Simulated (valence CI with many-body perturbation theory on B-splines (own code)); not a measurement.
E1 transitions of Rb VI

Computed by configuration interaction combined with many-body perturbation theory (CI+MBPT): four valence electrons over a frozen Dirac-Fock core [Ar] 3d10, radial functions for each j: 11 s, 11 p, 10 d, 8 f, 5 g, 2 h, with the one-electron correlation potential Σ1, the two-electron term Σ2, the three-electron term Σ3, Breit, model QED; selected CI, second order for the rest, scaled by the run's own slope (own B-spline code, finite nucleus).

Against 13 measured levels this calculation errs by 121 cm⁻¹ on average and by 245 at most. These come from a selection out of Sansonetti, J. Phys. Chem. Ref. Data 35, 301 (2006). Levels without a partner in it may be off by more. Among the levels kept, up to 1100 cm⁻¹ of a level comes from second order outside the variational space, and about a tenth of that is noise between levels of different J, which matters for small intervals.

Lines 251 to 300 of 581 in falling wavelength, among levels below 62.473 eV, chosen from the strongest by gf and those to the six lowest levels. Wavelengths and rates use the calculated energies, so an error of 100 cm⁻¹ moves a line at 547.0 Å by 0.055 % and its rate by three times that or more. Electric multipoles are in the length gauge, E1 and E2 with the static RPA response of the core. Weak lines are less certain than strong ones. Lines between different terms over intervals too small for the method are left out, as are lines whose strength nearly cancels. Where a level lies close to another of its J and parity, the split of strength between their lines is uncertain. The highest levels of a list are the least certain.

Names give the largest LS component (configuration and term), which can be under half, so a name can repeat, a term be missing and a line seem to break the LS rules; names also repeat where a configuration has a term twice. Letters in brackets count levels of one name in rising energy.

```csv
λ vac (Å),λ from measured levels,Upper,Lower,A (s⁻¹),S (a.u.) with core polarisation,S without
559.1,,4s 4p2 4d 3D_3 [b],4s2 4p 4d 3F°_3,6.01e+08,3.63e-01,4.17e-01
557.2,,4s 4p2 4d 3F_2 [c],4s2 4p 4d 3D°_1,2.94e+09,1.25e+00,1.34e+00
556.4,,4s 4p2 4d 3F_3 [c],4s2 4p 4d 3D°_2,3.96e+09,2.36e+00,2.52e+00
547.0,546.7,4s 4p3 1D°_2,4s2 4p2 3P_1,4.15e+07,1.68e-02,1.86e-02
545.7,,4s 4p2 4d 3F_4 [c],4s2 4p 4d 3D°_3,1.18e+10,8.54e+00,9.13e+00
541.5,,4s 4p2 4d 3F_3 [c],4s2 4p 4d 1D°_2,3.91e+09,2.14e+00,2.30e+00
539.7,540.3,4s 4p3 3S°_1,4s2 4p2 1D_2,1.89e+08,4.40e-02,4.88e-02
538.4,,4s 4p2 4d 3F_2 [c],4s2 4p 4d 3P°_1,8.65e+09,3.33e+00,3.57e+00
537.7,,4s 4p2 4d 1P_1 [a],4s2 4p 4d 3F°_2,1.36e+09,3.14e-01,3.52e-01
532.3,,4s 4p2 4d 1D_2 [b],4s2 4p 4d 3D°_3,2.36e+09,8.77e-01,9.63e-01
527.0,,4s 4p2 4d 3F_2 [c],4s2 4p 4d 3P°_2,1.94e+09,6.99e-01,7.58e-01
523.5,,4s2 4p 4f 1F_3,4s2 4p 4d 3F°_2,1.21e+09,6.02e-01,6.32e-01
522.4,,4s 4p2 4d 3F_3 [c],4s2 4p 4d 3P°_2,6.76e+09,3.33e+00,3.57e+00
521.6,,4s 4p2 4d 3D_3 [d],4s2 4p 4d 3D°_2,6.84e+09,3.35e+00,3.59e+00
520.7,,4s 4p2 4d 3D_3 [d],4s2 4p 4d 3D°_3,7.98e+09,3.89e+00,4.22e+00
519.6,,4s 4p2 4d 1D_2 [b],4s2 4p 4d 1D°_2,4.12e+09,1.43e+00,1.56e+00
519.0,,4s2 4p 6p 3S_1,4s2 4p 5s 3P°_1,4.12e+09,8.53e-01,9.57e-01
518.9,,4s2 4p 4f 1G_4,4s2 4p 4d 3F°_3,9.69e+09,6.01e+00,6.34e+00
518.1,,4s2 4p 6p 1S_0 [a],4s2 4p 5s 3P°_1,7.75e+09,5.32e-01,5.95e-01
517.5,,4s 4p2 4d 3D_3 [c],4s2 4p 4d 3F°_4,1.00e+10,4.80e+00,5.36e+00
517.2,,4s 4p2 4d 3D_2 [c],4s2 4p 4d 3F°_3,9.35e+09,3.19e+00,3.56e+00
515.9,,4s2 4p 6p 3S_1,4s2 4p 5s 3P°_0,2.52e+09,5.12e-01,5.73e-01
515.4,,4s 4p2 4d 1F_3 [b],4s2 4p 4d 1F°_3,1.59e+10,7.52e+00,8.29e+00
514.3,,4s 4p2 4d 3D_2 [d],4s2 4p 4d 3D°_2,1.08e+10,3.62e+00,3.91e+00
514.3,,4s 4p2 4d 1P_1 [b],4s2 4p 4d 1D°_2,2.95e+09,5.95e-01,6.70e-01
514.1,,4s2 4p 4f 3G_3,4s2 4p 4d 3F°_3,7.86e+08,3.69e-01,3.78e-01
512.5,,4s2 4p 4f 3G_5,4s2 4p 4d 3F°_4,2.54e+10,1.86e+01,1.95e+01
510.7,,4s 4p2 4d 3D_2 [d],4s2 4p 4d 3D°_1,7.89e+09,2.59e+00,2.78e+00
509.7,,4s 4p2 4d 3D_1 [c],4s2 4p 4d 3F°_2,1.02e+10,2.00e+00,2.23e+00
509.6,,4s 4p2 4d 3P_2 [c],4s2 4p 4d 3D°_3,1.07e+10,3.49e+00,3.90e+00
508.6,,4s 4p2 4d 1D_2 [c],4s2 4p 4d 1P°_1,1.30e+10,4.22e+00,4.57e+00
508.5,,4s 4p2 4d 3D_3 [d],4s2 4p 4d 1D°_2,4.54e+09,2.06e+00,2.22e+00
508.4,,4s2 4p 6p 1S_0 [b],4s2 4p 5s 3P°_1,5.18e+09,3.36e-01,3.78e-01
507.8,,4s 4p2 4d 3D_2 [c],4s2 4p 4d 3F°_2,2.11e+09,6.82e-01,7.59e-01
507.6,508.0,4s 4p3 1P°_1,4s2 4p2 1D_2,1.31e+10,2.54e+00,2.83e+00
506.3,,4s 4p2 4d 3D_1 [d],4s2 4p 4d 3D°_1,1.68e+10,3.23e+00,3.49e+00
504.8,,4s2 4p 4f 3G_3,4s2 4p 4d 3F°_2,2.36e+10,1.05e+01,1.11e+01
504.2,,4s 4p2 4d 3P_1 [c],4s2 4p 4d 3D°_2,1.24e+10,2.35e+00,2.62e+00
503.9,,4s2 4p 4d 3F°_2,4s2 4p2 1D_2,2.55e+08,8.05e-02,8.90e-02
503.7,,4s 4p2 5s 3P_2,4s2 4p 4d 3P°_2,9.62e+08,3.03e-01,3.23e-01
503.2,,4s 4p2 4d 3D_3 [c],4s2 4p 4d 3F°_3,2.19e+09,9.66e-01,1.07e+00
502.4,,4s2 4p 4f 3G_4,4s2 4p 4d 3F°_3,1.58e+10,8.88e+00,9.37e+00
502.0,502.7,4s 4p3 3S°_1,4s2 4p2 3P_2,1.52e+10,2.85e+00,3.18e+00
502.0,,4s 4p2 4d 1D_2 [b],4s2 4p 4d 3P°_2,5.85e+09,1.83e+00,2.02e+00
501.9,,4p4 3P_2,4s 4p3 5S°_2,1.78e+07,5.54e-03,6.21e-03
501.4,,4s 4p2 4d 3D_1 [d],4s2 4p 4d 3P°_0,1.78e+10,3.32e+00,3.57e+00
498.9,,4s 4p2 4d 3P_0 [c],4s2 4p 4d 3D°_1,1.74e+10,1.07e+00,1.19e+00
497.9,,4s 4p2 4d 3P_2 [c],4s2 4p 4d 1D°_2,6.57e+09,2.00e+00,2.21e+00
497.1,,4s 4p2 4d 1P_1 [b],4s2 4p 4d 3P°_2,1.58e+09,2.87e-01,3.21e-01
495.3,,4s 4p2 4d 3P_2 [a],4s 4p3 3P°_2,1.64e+09,4.91e-01,5.44e-01
```
